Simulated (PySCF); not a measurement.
Job for PySCF: D3(BJ) and D4 dispersion corrections on HF (SMILES F).

```python
from pyscf import gto
from pyscf.dispersion import dftd3, dftd4

mol = gto.M(
    atom='''
    F     0.28764885   -0.34802433    3.87962579
    H     0.09128515   -0.35689835    2.96177547
    ''',
    basis='def2-svp',
    charge=0, spin=0, verbose=0, max_memory=1800)
d3, d4 = {}, {}
for xc in ['hf', 'pbe', 'blyp', 'revpbe', 'tpss', 'r2scan', 'b3lyp', 'pbe0', 'bhlyp', 'camb3lyp', 'b2plyp']:
    d3[xc] = float(dftd3.DFTD3Dispersion(mol, xc=xc, version='d3bj', atm=False).get_dispersion()['energy'])
    print(f'D3(BJ) {xc:10s} {d3[xc]:14.8f} Eh')
for xc in ['hf', 'pbe', 'blyp', 'revpbe', 'tpss', 'r2scan', 'b3lyp', 'pbe0', 'bhlyp', 'camb3lyp', 'b2plyp']:
    d4[xc] = float(dftd4.DFTD4Dispersion(mol, xc={'camb3lyp': 'cam-b3lyp'}.get(xc, xc), atm=True).get_dispersion()['energy'])
    print(f'D4     {xc:10s} {d4[xc]:14.8f} Eh')
```

Program output:

```
D3(BJ) hf            -0.00144788 Eh
D3(BJ) pbe           -0.00011325 Eh
D3(BJ) blyp          -0.00022574 Eh
D3(BJ) revpbe        -0.00033591 Eh
D3(BJ) tpss          -0.00013211 Eh
D3(BJ) r2scan        -0.00002667 Eh
D3(BJ) b3lyp         -0.00018001 Eh
D3(BJ) pbe0          -0.00008693 Eh
D3(BJ) bhlyp         -0.00012797 Eh
D3(BJ) camb3lyp      -0.00006631 Eh
D3(BJ) b2plyp        -0.00007317 Eh
D4     hf            -0.00035575 Eh
D4     pbe           -0.00006988 Eh
D4     blyp          -0.00016906 Eh
D4     revpbe        -0.00034763 Eh
D4     tpss          -0.00009531 Eh
D4     r2scan        -0.00001688 Eh
D4     b3lyp         -0.00011031 Eh
D4     pbe0          -0.00005584 Eh
D4     bhlyp         -0.00006376 Eh
D4     camb3lyp      -0.00005314 Eh
D4     b2plyp        -0.00004774 Eh
```

The run finished.

Cost: roughly 0.020 core-seconds.
